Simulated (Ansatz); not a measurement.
`N[SiH2]C(F)[TeH]` and `O=CC(F)[TeH]` differ in one atom or group.

Ansatz, PBE0-D4/def2-TZVP geometries, multiplicity 1. Each molecule was computed in one conformer, which needn't be the lowest.

Elements past krypton have def2 core potentials.

```
                                      property  `N[SiH2]C(F)[TeH]`
         HOMO–LUMO gap (B3LYP/def2-TZVPP) / eV                5.23
       HOMO–LUMO gap (ωB97M-V/def2-TZVPP) / eV                9.59
size of the dipole moment (PBE/def2-TZVPP) / D                2.40
            LUMO energy (PBE0/def2-TZVPP) / eV               -0.88
          HOMO–LUMO gap (PBE0/def2-TZVPP) / eV                5.68
           LUMO energy (B3LYP/def2-TZVPP) / eV               -1.10
```

(1) Give the same properties after the change, and the shifts. (Best estimate.)

Results:

(1) Ansatz gave: 
| property | `O=CC(F)[TeH]` | shift |
| --- | --- | --- |
| HOMO–LUMO gap (B3LYP/def2-TZVPP) / eV | 4.74 | -0.49 |
| HOMO–LUMO gap (ωB97M-V/def2-TZVPP) / eV | 9.29 | -0.30 |
| size of the dipole moment (PBE/def2-TZVPP) / D | 2.99 | 0.59 |
| LUMO energy (PBE0/def2-TZVPP) / eV | -1.81 | -0.93 |
| HOMO–LUMO gap (PBE0/def2-TZVPP) / eV | 5.20 | -0.48 |
| LUMO energy (B3LYP/def2-TZVPP) / eV | -2.05 | -0.95 |

With PBE0 the HOMO falls by 0.45 eV and the LUMO falls by 0.93 eV, so the gap narrows by about 0.48 eV. PBE moves the HOMO by -0.44 eV and ωB97M-V by -0.45 eV. Dipoles are sizes alone; their direction can turn.

B3LYP here is the variant with VWN-RPA as its local correlation; programs differ in this.

Spin–orbit coupling is left out; it splits and shifts lone-pair levels of the heavy atoms by tenths of an eV.
